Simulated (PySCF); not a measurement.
**[Cs3Te]+ at several levels of theory**

All levels use the PBE0 minimum (singlet; Te–Cs 3.443 Å (×3); Cs–Te–Cs 120.0° (×3)), basis [Te def2-TZVP with ECP28, Cs def2-TZVP with ECP46], scalar-relativistic core potentials, density fitting, no spin–orbit coupling, PySCF. For vertical energies the ionised species is a doublet (spins chosen at PBE0 and kept) and the electron-attached one a doublet. Open shells are unrestricted, also as the reference of the correlated levels. A dash marks a value that was not computed or is not defined at that level.

```xyz
4
charge 1 multiplicity 1, angstrom
Te    0.0000    0.0000    0.0000
Cs    3.4431    0.0000    0.0000
Cs   -1.7215    2.9818    0.0000
Cs   -1.7215   -2.9818    0.0000
```

| level | vertical IP (eV) | vertical EA (eV) | −ε(HOMO) (eV) | gap (eV) |
| --- | --- | --- | --- | --- |
| PBE0 | 8.36 | 2.58 | 6.48 | 3.17 |
| HF | 7.14 | 2.01 | 8.07 | 6.08 |
| MP2 | 8.18 | 2.39 | – | – |
| PBE | 8.16 | 2.76 | 5.76 | 1.89 |
| r2SCAN | 8.31 | 2.49 | 5.77 | 2.60 |
| B3LYP | 8.37 | 2.69 | 6.29 | 2.73 |
| TPSSh | 8.36 | 2.48 | 6.02 | 2.55 |
| PBEsol | 8.21 | 2.70 | 5.78 | 2.00 |
| M06 | 8.17 | 2.23 | 6.30 | 2.43 |
